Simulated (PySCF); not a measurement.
Hf(OH)2(H)2 (H₄HfO₂), SMILES [OH][HfH2][OH], multiplicity 1. Atoms are numbered in the order given.

```xyz
7

Hf     0.0000     0.0000    -0.1865
O     -1.6258     0.0000     0.8079
H     -2.2749     0.0000     1.5046
O      1.6258     0.0000     0.8079
H      2.2749     0.0000     1.5046
H      0.0000     1.5294    -1.2545
H      0.0000    -1.5294    -1.2545
```
Charge 0, spin multiplicity 1.

Coordinates come from a PBE0-D3(BJ)/def2-TZVP optimisation. The multiplicity is an assumed one; other spin states were not compared. The def2 effective core potentials stand for the cores of Hf; spin–orbit coupling is left out. Other conformers were not sampled.

Calculation: PySCF with ωB97X/def2-TZVPD.

Mulliken values depend strongly on the basis, most of all with diffuse functions as here. ESP charges are fitted to the potential on shells at 1.4 to 2.0 van der Waals radii. Atomic charges (e):

```
atom  ESP fit  Mulliken
----  -------  --------
Hf1       [?]      1.23
O2        [?]     -0.61
H3        [?]      0.28
O4        [?]     -0.61
H5        [?]      0.28
H6        [?]     -0.29
H7        [?]     -0.29
```

Q: What belongs in the gaps? (Estimate from the structure and the level; the computed values follow.)

A: 
- Hf1, ESP fit: 1.44
- O2, ESP fit: -0.85
- H3, ESP fit: 0.48
- O4, ESP fit: -0.85
- H5, ESP fit: 0.48
- H6, ESP fit: -0.35
- H7, ESP fit: -0.35
